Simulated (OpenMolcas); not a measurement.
## Hf2+: the spin-orbit constant, worked from levels

```
Program             : OpenMolcas 26.06
Basis               : ANO-RCC-VTZP [8s7p5d3f2g1h]
Scalar Hamiltonian  : DKH2, point nucleus
Active space        : 8 electrons in 8 orbitals (RAS1 5p, at most 2 holes; RAS2 5d)
State averaging     : 2S+1 = 3 even, 10 roots; 2S+1 = 1 even, 15 roots
Spin-orbit coupling : RASSI with atomic mean-field integrals over the reference wave functions, term energies averaged over their components
```

Methods: RASSCF; SS-RASPT2, IPEA 0.25 Eh, imaginary shift 0.1 Eh (closed shells correlated: 5s).

**The spin-orbit constant.** For the Hund term ³F of d2, E(J) = (A/2) J(J+1) + constant and ζ = 2S·A = 2A. From J = 2 to J = 4 the energy changes by 7 A.

| Source | E(4) - E(2) | A | ζ |
| --- | --- | --- | --- |
| RASSCF | 6732.4 | 961.8 | 1924 |
| SS-RASPT2 | 6701.9 | 957.4 | 1915 |

All in cm-1. Both methods take the spin-orbit matrix elements from the reference wave functions, so the second can move ζ only through the term energies and any multistate remixing. Second-order mixing with other terms is absorbed into this ζ.

CASPT2 breaks the degeneracy within a term, and the mean is taken; among the terms shown or strongly mixed into the levels shown the widest spread is 120 cm-1 (5d² ³F, SS-RASPT2). Active for correlation alone: 5p; no level in the range computed is led by a configuration that opens it, so any true level of that kind is missing. Without dynamic correlation excited terms often stand tens of per cent too high (terms of higher spin than the ground term too low), and those without a measured partner can miss by more than the paired ones (holds for RASSCF). Only configurations of the active space appear.
